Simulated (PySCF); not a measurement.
Compound: C₇H₇Cl.
SMILES: `ClCC=C1C=CC=C1`

A PySCF run (density fitting, gas phase, GFN2-xTB geometry) gave HOMO -6.57 eV, LUMO -2.24 eV, dipole 1.67 D.

**Question.** Which of these levels was it?
A. PW91/6-31G
B. PBE0/pcSseg-1
C. CAM-B3LYP/def2-SVPD
D. BLYP/3-21G
E. KT3/ANO-RCC-VDZP

**Answer.** B. It is PBE0/pcSseg-1. All candidates on this geometry:

```tsv
level and settings	kind	basis functions	SCF cycles	E (Eh)	HOMO (eV)	LUMO (eV)	dipole (D)
KT3/ANO-RCC-VDZP, start guess vsap	GGA	151	19	-738.4419	-5.34	-2.90	1.61
PW91/6-31G, start guess sap	GGA	90	21	-730.8816	-5.26	-2.80	1.85
BLYP/3-21G, fitting basis def2-universal-jkfit, energy threshold 1e-07 Eh	GGA	90	9	-727.2484	-5.02	-2.55	1.82
PBE0/pcSseg-1	global hybrid	178	14	-730.5721	-6.57	-2.24	1.67
CAM-B3LYP/def2-SVPD	range-separated hybrid	223	13	-730.6342	-7.85	-1.17	1.66
```

The nearest other candidate, by the summed differences of HOMO and LUMO, is BLYP/3-21G: its HOMO differs by +1.55 eV and its LUMO by -0.31 eV. Cycle counts include a coarse-grid stage where the run had one. KT3 was designed for NMR shieldings or shifts; total energies of different functionals aren't comparable. ANO-RCC sets were contracted for a scalar-relativistic Hamiltonian, but ran non-relativistically here.

Conformer computed: `[Cl:1][CH2:2][CH:3]=[C:4]1[CH:5]=[CH:6][CH:7]=[CH:8]1`: Cl1–C2–C3–C4 117°.
